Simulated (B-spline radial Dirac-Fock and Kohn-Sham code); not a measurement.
Calculated with an atomic code on a B-spline grid, using Dirac-Fock ΔSCF + Breit + QED. Free neutral atoms.

Question: Order these X-ray lines by photon energy, lowest first.
A. Lu Lℓ
B. Os Lγ2
C. Er Lβ6
D. Pb Lβ4
E. Ta Lβ4
F. Re Lγ3

Answer: A (6746.2 eV), C (7900.2 eV), E (9216.1 eV), F (12083.3 eV), D (12307.9 eV), B (12421.1 eV).
